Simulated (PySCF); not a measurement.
# Working with the constants of As₂

RHF-CCSD(T) constants of As₂, ¹Σg⁺ (singlet), closed shell (As def2-TZVPPD; no relativity (PySCF 2.14); masses 74.9216 and 74.9216 u):

| Property | Result |
| --- | --- |
| ωe | 436.5 cm⁻¹ |
| ωexe | 1.0 cm⁻¹ |
| Be | 0.10041 cm⁻¹ |
| αe | 0.000299 cm⁻¹ |
| D (centrifugal) | 2.13e-08 cm⁻¹ |
| De to As + As | 3.69 eV |

**Question.** Give the vibrational terms G(v) and spacings up to v = 6.

**Answer.** G(v) = ωe(v+½) − ωexe(v+½)².

```tsv
v	G(v) (cm⁻¹)	G(v) − G(v−1)	Bv (cm⁻¹)
0	218.0		0.1003
1	652.5	434.5	0.1000
2	1085.0	432.5	0.0997
3	1515.5	430.5	0.0994
4	1944.0	428.5	0.0991
5	2370.5	426.5	0.0988
6	2795.0	424.5	0.0985
```

**Question.** How well does the Morse estimate ωe²/(4ωexe) reproduce De, and what is D0?

**Answer.** It gives 5.91 eV, 160 % of the computed De. D0 = De − G(0) = 3.69 − 0.03 = 3.66 eV.

Correlated steps freeze 18 core orbitals. Where the molecule has an RHF reference, its open-shell atoms are computed with UHF.
